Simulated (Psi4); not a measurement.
dimethylacetylene (C$_{4}$H$_{6}$), singlet, geometry from GFN2-xTB. Base run: HF/STO-3G (Psi4 1.11).

Psi4 was given this input:
```
memory 2 GB

molecule mol {
0 1
C     0.003502    0.006812    2.047175
C     0.001025    0.001993    0.598972
C    -0.001025   -0.001993   -0.598972
C    -0.003502   -0.006812   -2.047175
H    -0.016610    1.031669    2.417917
H    -0.871960   -0.521715    2.424549
H     0.900994   -0.485783    2.421397
H    -0.024893    1.015554   -2.424658
H     0.892711   -0.501897   -2.421178
H    -0.880243   -0.537829   -2.418026
}

set {
  basis sto-3g
  reference rhf
}

energy('scf')
print_variables()
```

Variants of this job, named by their change:

| change | ΔE vs base (µEh) | SCF cycles | basis functions |
|---|---|---|---|
| base | 0.0 | 6 | 26 |
| puream = false | 21.8 | 6 | 26 |
| scf_type = disk_df | 0.0 | 6 | 26 |
| level_shift = 0.3 | 0.0 | 6 | 26 |
| diis_max_vecs = 3 | 0.0 | 6 | 26 |
| guess = modhuckel | 0.0 | 10 | 26 |
| d_convergence = 1e-4 | 0.0 | 5 | 26 |
| ints_tolerance = 1e-8 | 0.0 | 6 | 26 |
| e_convergence = 1e-4 | 0.0 | 6 | 26 |
| guess = sadno | 0.0 | 6 | 26 |
| e_convergence = 1e-10 | 0.0 | 7 | 26 |
| cholesky_tolerance = 1e-6 (with scf_type cd) | 509 | 6 | 26 |
| guess = core | 0.0 | 11 | 26 |
